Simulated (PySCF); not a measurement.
Al2ClFH2, BClH4Si, AlBO, FH3OSi and others (calculated)

Computed with PySCF 2.14.0. Calculation on a computer-drawn molecule: optimised geometry and harmonic frequencies of an isolated molecule of the commonest isotopes, restricted reference for singlets and unrestricted otherwise, frozen core in MP2.

Common to all runs: charge 0; multiplicity 1; basis cc-pV(D+d)Z.

(1) Al2ClFH2

Start structure:
```xyz
6
Al2ClFH2
F      0.9437    -0.3778    -3.0152
Al     1.0457     0.2299    -1.4190
Al     1.1507     2.2764     0.0041
Cl     1.0564     4.2228     0.3967
H      1.1765    -0.7765    -0.1869
H      1.2479     1.3314     1.2830
```

```
method                                        : HF
rotational constants                          : 8.878, 1.132, 1.096 GHz
total energy                                  : -1044.0921 hartree
convergence status largest gradient component : 6.319e-06 hartree/bohr
```

Drawn bonds:
```
atom  other atom  order
   1           2      1
   2           3      1
   3           4      1
   2           5      1
   3           6      1
```

Optimised structure:
```xyz
6
Al2ClFH2
F      1.7456    -0.2223    -2.5401
Al     0.8005     0.0545    -1.2015
Al     1.5040     2.0618     0.2957
Cl     0.2010     3.7489     0.3160
H     -0.4101    -0.9372    -1.0157
H      2.7799     2.2005     1.2083
```

Modes:
```
frequency (cm⁻¹)  reduced mass (dalton)
           21.73                  6.841
           103.8                  7.109
           143.1                  7.166
             349                  4.735
           433.3                  1.431
           465.2                  1.366
           518.4                  10.85
           666.8                  1.088
           715.3                  1.168
             835                  13.81
            1997                  1.044
            2012                  1.043
```

(2) BClH4Si

Start structure:
```xyz
7
BClH4Si
B     -1.1027     0.7896    -0.3726
Si     0.0169     0.8633    -2.0708
Cl    -0.0750    -1.0895    -2.8192
H     -0.6067     0.4891     0.6759
H     -2.2834     0.9897    -0.4075
H     -0.5155     1.7581    -3.1175
H      1.4419     1.1815    -1.8521
```

```
method                                        : MP2
rotational constants                          : 13.03, 4.266, 3.435 GHz
total energy                                  : -775.7843 hartree
convergence status largest gradient component : 2.108e-05 hartree/bohr
```

Drawn bonds:
```
atom  other atom  order
   1           2      1
   2           3      1
   1           4      1
   1           5      1
   2           6      1
   2           7      1
```

Optimised structure:
```xyz
7
BClH4Si
B     -1.0950     0.7882    -0.3854
Si     0.0235     0.8864    -2.0709
Cl    -0.1179    -1.0826    -2.7498
H     -0.6009     0.4592     0.6634
H     -2.2869     0.9618    -0.4248
H     -0.5038     1.7734    -3.1323
H      1.4564     1.1955    -1.8640
```

Modes:
```
frequency (cm⁻¹)  reduced mass (dalton)
           97.98                  1.036
           123.9                  4.043
           442.3                  1.045
           533.6                  17.25
           658.4                  3.987
           668.5                  1.144
           780.1                  1.232
           830.7                  1.153
           942.6                  1.337
           995.3                  1.054
            1208                  1.154
            2290                   1.03
            2297                  1.053
            2641                  1.054
            2733                  1.126
```

(3) AlBO

Start structure:
```xyz
3
AlBO
O     -0.8207    -3.3547    -1.5200
B     -0.1789    -2.6611    -0.7474
Al     0.9695    -1.5041     0.6823
```

```
method                                        : HF
rotational constants                          : 3.945, 3.945 GHz
total energy                                  : -341.4932 hartree
convergence status largest gradient component : 1.711e-05 hartree/bohr
```

Drawn bonds:
```
atom  other atom  order
   1           2      2
   2           3      1
```

Optimised structure:
```xyz
3
AlBO
O     -0.8284    -3.3497    -1.5367
B     -0.1986    -2.7011    -0.7607
Al     0.9969    -1.4691     0.7123
```

Modes:
```
frequency (cm⁻¹)  reduced mass (dalton)
           243.7                   12.1
           243.7                   12.1
             385                  18.23
            2085                   12.5
```

(4) FH3OSi

Start structure:
```xyz
6
FH3OSi
O     -0.2974     0.4593     0.2926
Si     1.2820     0.3226    -0.0847
F      1.5117     0.6845    -1.6381
H     -0.9383    -0.1052    -0.1133
H      1.7695    -1.0541     0.0808
H      2.0079     1.2984     0.7284
```

```
method                                        : MP2
rotational constants                          : 23.78, 7.201, 6.004 GHz
total energy                                  : -465.5745 hartree
convergence status largest gradient component : 1.785e-05 hartree/bohr
```

Drawn bonds:
```
atom  other atom  order
   1           2      1
   2           3      1
   1           4      1
   2           5      1
   2           6      1
```

Optimised structure:
```xyz
6
FH3OSi
O     -0.3168     0.4959     0.3033
Si     1.2776     0.3281    -0.0940
F      1.5422     0.6920    -1.6604
H     -0.9195    -0.1456    -0.0944
H      1.7469    -1.0596     0.0756
H      2.0050     1.2948     0.7357
```

Modes:
```
frequency (cm⁻¹)  reduced mass (dalton)
           262.7                  1.407
           349.2                  3.329
           660.1                  1.218
           789.9                   1.08
           819.2                  6.412
           880.1                  1.978
           926.3                  1.601
           997.7                  1.122
            1014                  1.544
            2316                  1.039
            2362                  1.044
            3900                  1.067
```

(5) FHO2Si

Start structure:
```xyz
5
FHO2Si
O     -2.7931     0.5396     1.7752
Si    -1.9565    -0.1359     0.7551
O     -1.6670     0.3159    -0.7489
F     -1.1591    -1.4886     0.9724
H     -1.1089    -0.2081    -1.3071
```

```
method                                        : MP2
rotational constants                          : 8.454, 6.971, 3.82 GHz
total energy                                  : -539.4477 hartree
convergence status largest gradient component : 8.484e-06 hartree/bohr
```

Drawn bonds:
```
atom  other atom  order
   1           2      2
   2           3      1
   2           4      1
   3           5      1
```

Optimised structure:
```xyz
5
FHO2Si
O     -2.8172     0.5582     1.8062
Si    -1.9589    -0.1319     0.7545
O     -1.6757     0.3469    -0.7789
F     -1.1370    -1.5081     0.9481
H     -1.0958    -0.2422    -1.2832
```

Modes:
```
frequency (cm⁻¹)  reduced mass (dalton)
           323.2                  6.563
           339.5                  12.19
           365.2                  7.176
           422.3                  1.213
           781.8                  10.13
             889                  1.256
           956.9                  16.55
            1301                  14.71
            3870                  1.067
```

(6) Al2H6N2

Start structure:
```xyz
10
Al2H6N2
N      0.0043     1.8357    -0.6109
Al    -0.1569     0.3351    -1.5847
N     -1.3316    -1.0036    -1.3189
Al    -2.7147    -1.6510    -0.3873
H      0.6578     2.5619    -0.7802
H     -0.5936     2.0902     0.1684
H      0.8746     0.0596    -2.7080
H     -1.0859    -1.6211    -2.0498
H     -4.1527    -1.3177    -0.7966
H     -2.5402    -2.4494     0.8346
```

```
method                                        : HF
rotational constants                          : 9.706, 2.255, 1.83 GHz
total energy                                  : -596.3387 hartree
convergence status largest gradient component : 2.838e-05 hartree/bohr
```

Drawn bonds:
```
atom  other atom  order
   1           2      1
   2           3      1
   3           4      1
   1           5      1
   1           6      1
   2           7      1
   3           8      1
   4           9      1
   4          10      1
```

Optimised structure:
```xyz
10
Al2H6N2
N     -0.0360     1.4980    -0.4219
Al    -0.1434     0.2847    -1.6973
N     -1.3785    -1.0104    -1.6094
Al    -2.6402    -1.3805    -0.4108
H      0.6295     2.2479    -0.4134
H     -0.6160     1.5550     0.3941
H      0.8592     0.3537    -2.9139
H     -1.3472    -1.6473    -2.3919
H     -3.5959    -2.6216    -0.6222
H     -2.7703    -0.4398     0.8532
```

Modes:
```
frequency (cm⁻¹)  reduced mass (dalton)
           107.3                  2.181
             112                  3.684
           174.7                  1.161
           272.3                  3.012
           366.7                  1.151
           435.3                  1.276
           520.8                  1.561
           534.5                  1.141
           591.5                  1.408
           633.7                  1.128
           664.5                  1.233
           691.4                  2.016
           781.4                  1.327
           834.7                  1.483
           873.5                  2.003
           930.9                   3.46
            1127                  1.502
            1675                   1.11
            1979                  1.061
            1988                  1.027
            1997                  1.039
            3731                  1.074
            3779                  1.052
            3862                  1.093
```

(7) AlBClH3

Start structure:
```xyz
6
AlBClH3
B      0.7573     3.4605     2.4605
Al     0.6347     1.4261     1.8098
Cl     1.4644    -0.0644     3.0850
H      1.6921     4.1655     2.1861
H     -0.1021     3.9728     3.1275
H     -0.0094     0.8971     0.4736
```

```
method                                        : MP2
rotational constants                          : 18.28, 3.447, 2.972 GHz
total energy                                  : -728.1625 hartree
convergence status largest gradient component : 1.136e-05 hartree/bohr
```

Drawn bonds:
```
atom  other atom  order
   1           2      1
   2           3      1
   1           4      1
   1           5      1
   2           6      1
```

Optimised structure:
```xyz
6
AlBClH3
B      0.7569     3.4523     2.4579
Al     0.6345     1.4244     1.8088
Cl     1.4644    -0.0527     3.0876
H      1.6964     4.1641     2.1866
H     -0.1038     3.9705     3.1313
H     -0.0114     0.8989     0.4702
```

Modes:
```
frequency (cm⁻¹)  reduced mass (dalton)
           137.6                  4.422
           155.6                  1.056
           364.2                  1.087
           490.5                  10.66
           580.4                  2.293
           602.7                  1.345
           660.5                  1.527
           874.6                  1.366
            1192                  1.131
            1981                  1.043
            2613                  1.055
            2691                  1.121
```

(8) CH4OSi

Start structure:
```xyz
7
CH4OSi
C     -0.4015    -0.8113    -1.1489
Si    -1.0317    -0.7998     0.6318
O     -0.5265     0.1244     1.7028
H      0.4132    -0.0371    -1.3979
H      0.0041    -1.8421    -1.4123
H     -1.2100    -0.6524    -1.8466
H     -2.0736    -1.7879     0.8175
```

```
method               : HF
rotational constants : —
```

Drawn bonds:
```
atom  other atom  order
   1           2      1
   2           3      2
   1           4      1
   1           5      1
   1           6      1
   2           7      1
```

## Withheld values
1. Estimate the rotational constants of CH4OSi (entry 8).

Answers
1. 34.03, 6.684, 5.786 GHz

Further results for CH4OSi (entry 8):

```
total energy                                  : -403.9986 hartree
convergence status largest gradient component : 1.941e-05 hartree/bohr
```

Optimised structure:
```xyz
7
CH4OSi
C     -0.3958    -0.8229    -1.1598
Si    -1.0028    -0.7832     0.5905
O     -0.5176     0.1238     1.6803
H      0.3777    -0.0739    -1.3297
H      0.0052    -1.8152    -1.3905
H     -1.2292    -0.6459    -1.8471
H     -2.0635    -1.7889     0.8026
```

Modes:
```
frequency (cm⁻¹)  reduced mass (dalton)
           101.5                  1.169
           296.2                  3.457
           550.2                  1.162
           700.5                  2.359
           819.7                  1.653
             833                  1.394
           998.6                  1.169
            1328                  7.325
            1392                  1.372
            1536                  1.049
            1545                  1.052
            2341                  1.044
            3166                  1.037
            3238                  1.099
            3290                  1.102
```
